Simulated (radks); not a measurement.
The numbers below are computed, except where a source is named.
The mean radii <r> (bohr) of the occupied orbitals of an atom or ion are listed with their occupations. Code: a radial shooting solver on a logarithmic mesh with Libxc functionals. Model: scalar-relativistic Kohn-Sham, PBE, spin-unpolarised, spherical densities, point nucleus.

| orbital | occ. | <r> |
|---|---|---|
| 1s | 2 | 0.01831 |
| 2s | 2 | 0.07564 |
| 2p | 4 | 0.06725 |

Name the element and its charge.

Answer. Z = 74, tungsten, charge +66: W66+ in [He] 2s2 2p4. The 1s radius gives Z: for a bare nucleus <r> = (2 gamma + 1)/(2Z) with gamma = sqrt(1 - (Z/c)^2), 0.01813 bohr for Z = 74, and screening makes it slightly larger (0.01831 here). The occupations add up to 8, and the charge is Z minus that.
